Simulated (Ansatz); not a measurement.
Start from `B[Se]C` and change one atom or group to get `B[Se]CF`.

Ansatz, PBE0-D4/def2-TZVP geometries, multiplicity 1. Each molecule was computed in one conformer, which needn't be the lowest.

Scalar relativity is left out up to krypton.

```csv
property,`B[Se]C`
size of the dipole moment (ωB97M-V/def2-TZVPP) / D,1.54
HOMO–LUMO gap (PBE0/def2-TZVPP) / eV,6.20
HOMO–LUMO gap (B3LYP/def2-TZVPP) / eV,5.79
LUMO energy (B3LYP/def2-TZVPP) / eV,-1.41
"ideal-gas entropy at 298 K and 1 bar (rigid rotor, harmonic PBE0-D4/def2-TZVP) / J/(mol·K)",302
HOMO energy (ωB97M-V/def2-TZVPP) / eV,-9.55
```

(1) What does the change do to each property? (Estimate.)

Answers

(1) Computed: 
```tsv
property	`B[Se]CF`	shift
size of the dipole moment (ωB97M-V/def2-TZVPP) / D	1.47	-0.07
HOMO–LUMO gap (PBE0/def2-TZVPP) / eV	6.38	0.18
HOMO–LUMO gap (B3LYP/def2-TZVPP) / eV	5.96	0.17
LUMO energy (B3LYP/def2-TZVPP) / eV	-1.74	-0.33
ideal-gas entropy at 298 K and 1 bar (rigid rotor, harmonic PBE0-D4/def2-TZVP) / J/(mol·K)	320	18
HOMO energy (ωB97M-V/def2-TZVPP) / eV	-10.07	-0.52
```

With PBE0 the HOMO falls by 0.51 eV and the LUMO falls by 0.33 eV, so the gap widens by about 0.18 eV. PBE moves the HOMO by -0.48 eV and ωB97M-V by -0.52 eV. Dipoles are sizes alone; their direction can turn. Modes under 60 cm⁻¹, often nearly free rotors, make the harmonic entropy too high.

B3LYP here is the variant with VWN-RPA as its local correlation; programs differ in this.

Spin–orbit coupling is left out; it splits and shifts lone-pair levels of the heavy atoms by tenths of an eV.
